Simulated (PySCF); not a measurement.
Question: Write Cartesian coordinates for InChI=1S/C4H5BF2/c6-5(7)4-2-1-3-4/h2H,1,3H2 as optimised with PBE0-D3(BJ)/def2-SVP.

Answer: 
```
atom  x, y, z in Å
F1     2.6555   -1.2874    0.7463
B2     2.0525   -0.1712    0.3693
F3     2.8146    0.8999    0.2215
C4     0.5362   -0.1135    0.1062
C5    -0.4422   -1.0456    0.1636
C6    -1.5406   -0.1076   -0.2509
C7    -0.4289    0.9785   -0.3251
H8    -0.4346   -2.1098    0.4204
H9    -2.3256    0.0678    0.5038
H10   -2.0356   -0.3465   -1.2072
H11   -0.2513    1.3941   -1.3299
H12   -0.5448    1.8163    0.3808
```

Orientation and origin are arbitrary. Atoms count from 1 in this order. The 4 C–C bonds span 1.353 Å (C4=C5, drawn double) to 1.556 Å (C6–C7, drawn single), a spread of 0.203 Å. The 7 heavy atoms lie in one plane (0.005 Å rms). B2 (three-coordinate boron) is planar (angles 121.9°, 121.2° and 116.9°, sum 360.0°, 0.00 Å off the plane of its three neighbours). The 4-membered ring C4–C5–C6–C7 has internal angles of 85.8° to 95.0°; it is planar, 0.00 Å rms from its mean plane, widest ring torsion 0°.

Bonds between heavy atoms (Å): F1–B2 1.323, B2–F3 1.323, B2–C4 1.540, C4=C5 1.353, C5–C6 1.503, C6–C7 1.556, C4–C7 1.520.

Method: PBE0-D3(BJ)/def2-SVP geometry optimisation, gas phase (PySCF).

Point group: Cs (every atom within 0.08 Å of its image). Not checked by PBE0-D3(BJ)/def2-SVP frequencies.
